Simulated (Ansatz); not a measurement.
System: AsH$_{3}$, charge -1, multiplicity 2. 
Geometry from a B3LYP-D3(BJ)/def2-TZVP (Ansatz, a first-principles code) optimisation:
```xyz
4

As     0.0144     0.0199     0.0538
H     -0.7488    -1.0335    -0.7582
H     -1.1908     1.1502    -0.5092
H      1.4639    -0.7737    -0.5087
```
Charge -1, spin multiplicity 2.

Basis-set convergence of Hartree-Fock and MP2 correlation energies (hartree) with Ansatz. Valence correlation only, unless marked. UHF or UKS for open shells. No spin-orbit coupling. The frozen core is the preceding noble-gas configuration, with the filled d and f shells of earlier blocks. No relativistic terms. This anion needs diffuse functions, which these sets lack.

```json
[
 {"basis": "cc-pVDZ", "functions": "42", "E(HF)": "-2235.80664", "E(corr, MP2)": "-0.13114"},
 {"basis": "cc-pVTZ", "functions": "85", "E(HF)": "-2235.89055", "E(corr, MP2)": "-0.17098"},
 {"basis": "cc-pVQZ", "functions": "158", "E(HF)": "…", "E(corr, MP2)": "…"}
]
```

Task: Fill in the missing entries.

Result: 
- cc-pVQZ, E(HF): -2235.89735
- cc-pVQZ, E(corr, MP2): -0.18527
